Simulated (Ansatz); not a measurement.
Cost and result for the atomization energy of `FB1[BH][GeH2][O]1` (8 atoms, 8 bonds).

Z-matrix (Å, degrees):
```
Ge
O 1 1.871
B 1 2.446 2 33.3
B 1 2.067 2 77.6 3 0.0
H 1 1.538 2 107.0 3 -121.1
H 1 1.538 2 107.0 3 121.1
F 3 1.326 1 171.0 2 -0.1
H 4 1.187 1 138.4 2 180.0
```

Total charge 0; spin multiplicity 1. Correlated methods include outer-core shells of Ge, which these sets cover unevenly. Scalar relativity is left out up to krypton. All single points use the PBE0-D4/def2-TZVP geometry. Program: Ansatz. All runs use 4 threads of an Arm Neoverse V2 on a shared host. Times are those of one run each, without the atoms' runs, and a repeat can differ threefold. Electronic energies, without spin–orbit coupling; frozen cores. CCSD(T)/CBS adds CCSD(T) − MP2 in def2-TZVPP to the MP2 limit, and its time is that of the two runs behind it. T1 = 0.015. With those shells the extrapolation isn't a true limit. HSE06 is the plane-wave form, built on full-range PBE exchange.

CCSD(T)/CBS is a level of theory with its own doubt, some kJ/mol a heavy atom from the limit and from the frozen cores, so smaller differences don't rank the functionals.

| level | functions | wall time | atomization (kcal/mol) | difference from CCSD(T)/CBS | per bond |
| --- | --- | --- | --- | --- | --- |
| LDA (SPW92)/def2-TZVPP | 214 | 0.9 s | 825.4 | 116.1 | 14.5 |
| PBE0-D4/def2-TZVPP | 214 | 1.9 s | 710.9 | 1.6 | 0.2 |
| CAM-B3LYP-D4/def2-TZVPP | 214 | 2.3 s | 714.4 | 5.1 | 0.6 |
| HSE06-D4/def2-TZVPP | 214 | 2.3 s | 711.3 | 2.0 | 0.2 |
| r2SCANh-D4/def2-TZVPP | 214 | 3.4 s | 712.2 | 2.9 | 0.4 |
| B2PLYP/def2-TZVPP | 214 | 3.6 s | 704.3 | -5.0 | -0.6 |
| PBE-QIDH/def2-TZVPP | 214 | 3.8 s | 709.2 | -0.1 | 0.0 |
| CCSD(T)/def2-SVP | 103 | 4.8 s | 672.7 | -36.6 | -4.6 |
| ωB97X-V/def2-TZVPP | 214 | 5.5 s | 714.6 | 5.3 | 0.7 |
| B97M-V/def2-TZVPP | 214 | 6.5 s | 720.2 | 10.9 | 1.4 |
| MP2/def2-QZVPP | 407 | 15 s | 724.9 | 15.6 | 1.9 |
| CCSD(T)/def2-TZVPP | 214 | 100 s | 693.7 | -15.6 | -1.9 |
| CCSD(T)/CBS(def2) | – | 110 s | 709.3 | 0.0 | 0.0 |

From BLYP to BHLYP (50 % exact exchange), in def2-TZVPP and without D4, the atomization energy moves by −19.9 kcal/mol: exact exchange takes away binding that semilocal exchange gives to molecules. At CCSD(T), def2-SVP lies −36.6 kcal/mol from the extrapolated value and def2-TZVPP −15.6 kcal/mol: correlation converges slowly with the basis, and small sets miss more of it in the bonded molecule than in its fragments. Leaving LDA and LC-ωPBE aside and taking each functional with its dispersion term where it has one, the values, not all of them listed here, spread over 42.1 kcal/mol, from BHLYP-D4 to PBE-D4. LDA lies +102.0 kcal/mol from PBE without D4, its usual overbinding.
